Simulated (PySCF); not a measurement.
Al(Me)2(NCO) (C3H6AlNO), SMILES O=C=[N][Al]([CH3])[CH3]. Atoms are numbered in the order given.

```xyz
12

Al    -0.7677     0.3300    -0.3634
C     -2.2885    -0.8820    -0.4277
H     -2.0421    -1.8000    -0.9899
H     -3.1846    -0.4386    -0.8909
H     -2.5704    -1.2179     0.5859
C     -0.7063     2.1699    -0.9932
H      0.0427     2.2875    -1.7965
H     -0.3923     2.8569    -0.1878
H     -1.6702     2.5329    -1.3848
N      0.7446    -0.3208     0.3535
C      1.7594    -0.7565     0.8345
O      2.7497    -1.1818     1.3040
```

Coordinates come from a r2SCAN-D4/def2-SVP optimisation. A frequency run showed that this geometry is not a minimum. The structure was generated by enumeration; whether it is a known compound was not checked. The values are those of a single conformer.

Calculation: PySCF 2.14.0 with r2SCAN-D4/def2-SVP.

Frequencies are harmonic and unscaled.

Computed vibrational spectrum:
| mode | ν (cm⁻¹) | IR (km/mol) | moving atoms (share of kinetic energy) |
|---|---|---|---|
| 1 | 39i | 0.0 | H 99 % |
| 2 | 22i | 0.1 | H 98 % |
| 3 | 57 | 0.1 | O 32 %, C 28 %, N 22 %, H 13 % |
| 4 | 92 | 0.1 | N 48 %, O 24 %, C 13 %, H 9 % |
| 5 | 157 | 2.5 | C 48 %, H 36 % |
| 6 | 207 | 13.7 | Al 47 %, H 24 %, N 20 % |
| 7 | 215 | 14.2 | N 46 %, C 23 %, H 16 %, Al 12 % |
| 8 | 480 | 21.7 | C 51 %, O 18 %, Al 13 %, H 12 % |
| 9 | 535 | 0.0 | H 85 %, C 14 % |
| 10 | 611 | 25.2 | C 36 %, H 31 %, Al 26 % |
| 11 | 617 | 16.4 | C 71 %, O 14 %, N 11 % |
| 12 | 635 | 15.6 | H 69 %, C 26 % |
| 13 | 637 | 22.2 | C 71 %, N 15 %, O 14 % |
| 14 | 681 | 110.5 | H 67 %, C 21 %, Al 11 % |
| 15 | 724 | 135.9 | Al 49 %, C 31 %, H 19 % |
| 16 | 749 | 249.9 | H 51 %, Al 25 %, C 22 % |
| 17 | 1207 | 12.4 | H 80 %, C 20 % |
| 18 | 1208 | 55.7 | H 78 %, C 22 % |
| 19 | 1415 | 1.1 | H 95 % |
| 20 | 1419 | 0.0 | H 95 % |
| 21 | 1424 | 0.5 | H 96 % |
| 22 | 1425 | 3.7 | H 95 % |
| 23 | 1481 | 29.1 | N 56 %, O 41 % |
| 24 | 2419 | 1371.5 | C 70 %, N 18 %, O 12 % |
| 25 | 3022 | 3.4 | H 97 % |
| 26 | 3023 | 0.3 | H 97 % |
| 27 | 3113 | 0.2 | H 91 %, C 9 % |
| 28 | 3113 | 6.3 | H 91 %, C 9 % |
| 29 | 3135 | 0.4 | H 91 %, C 9 % |
| 30 | 3136 | 13.6 | H 91 %, C 9 % |
